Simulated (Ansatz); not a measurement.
Breaking the Ga1–Cl2 bond in GaCl (multiplicity 1 held). Energies count from the point at 2.239 Å.


Restricted levels (R-, RO-) in cc, def2 and unpolarised 6-31G sets keep to the state of the molecule at rest. U- levels take the lowest unrestricted solution at each point, which mixes spins at long bonds. Curves can end on different states.

Frozen-core correlation. Filled d and f shells under p-block atoms count as core.

Codes used: Ansatz (Gaussian orbitals). Each number belongs to the level named beside it.

**Question.** One of these levels gives 106.27 kcal/mol for the energy at R = 8.956 Å. Name it.
A) U-HF/def2-SVP
B) U-MP2/def2-SVP
C) R-SCS-MP2/def2-SVP

**Answer.** B, U-MP2/def2-SVP. The others give 83.12 (U-HF/def2-SVP), 127.88 (R-SCS-MP2/def2-SVP)

Doubts at one or more of the structures used: a spin-contaminated determinant (U-HF/def2-SVP, U-MP2/def2-SVP); a restricted determinant that unrestricted orbitals would lower (R-SCS-MP2/def2-SVP).

Ansatz is a first-principles code.
